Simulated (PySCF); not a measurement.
SbF2, SMILES [F][Sb][F], multiplicity 2.

Coordinates come from a B3LYP-D3(BJ)/def2-TZVP optimisation. The spin state was assumed, not searched. The isomer is the one that the SMILES or the coordinates give; other isomers of the formula were not compared. The def2 effective core potentials stand for the cores of Sb; spin–orbit coupling is left out.

The numbers are results of TDA-PBE/def2-SVPD (PySCF), not measurements.

Vertical excitations. Gas-phase values at a fixed geometry.

Computed lowest excited states:
| state | energy (eV) | λ (nm) | f | main pairs |
|---|---|---|---|---|
| root 1 | 2.48 | 501 | 0.000 | α HOMO→LUMO 100 % |
| root 2 | 3.12 | 397 | 0.004 | α HOMO→LUMO+1 99 % |
| root 3 | 5.00 | 248 | 0.008 | β HOMO→LUMO 94 % |
| root 4 | 5.26 | 236 | 0.111 | α HOMO→LUMO+2 97 % |
| root 5 | 5.35 | 232 | 0.000 | β HOMO−1→LUMO 100 % |
| root 6 | 5.59 | 222 | 0.002 | β HOMO−2→LUMO 92 % |
| root 7 | 5.91 | 210 | 0.000 | α HOMO−1→LUMO 44 %, β HOMO→LUMO+1 53 % |
| root 8 | 6.08 | 204 | 0.003 | β HOMO−3→LUMO 93 % |
| root 9 | 6.21 | 200 | 0.004 | β HOMO−4→LUMO 97 % |
| root 10 | 6.57 | 189 | 0.001 | α HOMO−1→LUMO+1 39 %, α HOMO−2→LUMO 19 %, β HOMO→LUMO+2 34 % |
Unrestricted roots are not spin-pure.
